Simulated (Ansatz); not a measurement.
`[CH3][Mg][Br]` + HCl → `[CH3][Mg][Cl]` + HBr at 298.15 K and 1 bar (ligand exchange at a Mg–Br bond).

Gas-phase electronic energies from Ansatz, PBE0-D4/def2-TZVP geometries. CBS: MP2 limit from def2 TZ/QZ plus the TZ coupled-cluster correction, frozen cores. This one scheme is used for every species. For Br, Mg outer-core shells are correlated without core-valence functions, which leaves a few kJ/mol of doubt a bond. Scalar relativity is left out up to krypton.

```csv
species,CCSD(T)/CBS energy (Eh),H − E (kJ/mol),S (J/(mol·K))
`[CH3][Mg][Br]`,-2813.14753,109.5,301.4
HCl,-460.38127,26.6,186.8
`[CH3][Mg][Cl]`,-699.60606,109.8,289.7
HBr,-2573.91920,24.6,198.6
```

H − E and S are ideal-gas, rigid-rotor, harmonic terms from PBE0-D4/def2-TZVP. 1 Eh = 2625.50 kJ/mol, R = 8.31446 J/(mol·K).

Task: By hand: ΔE, ΔH, ΔS and ΔG.

Result: ΔE = (-699.60606) + (-2573.91920) − (-2813.14753) − (-460.38127) = 0.00354 Eh = 9.3 kJ/mol. Δ(H − E) = 109.8 + 24.6 − 109.5 − 26.6 = -1.7, so ΔH = 7.6 kJ/mol. ΔS = 289.7 + 198.6 − 301.4 − 186.8 = 0.1 J/(mol·K). ΔG = 7.6 − 298.15 × (0.1)/1000 = 7.6 kJ/mol.

Task: By hand: the equilibrium constant, and the temperature at which ΔG would vanish if ΔH and ΔS stayed fixed.

Result: log₁₀ K = −ΔG/(RT ln 10) = -1.3. ΔG = 0 at ΔH/ΔS = 76000 K, far beyond where these terms or the molecules hold.

The number of gas molecules stays the same, so ΔS is small and ΔH decides. A doubt of 5 kJ/mol in ΔE shifts log₁₀ K by 0.9 here. These are equilibria of isolated gas molecules and say nothing of rates. Largest T1 diagnostic: 0.007 (customary marks: 0.02 for closed shells, 0.045 for open ones).
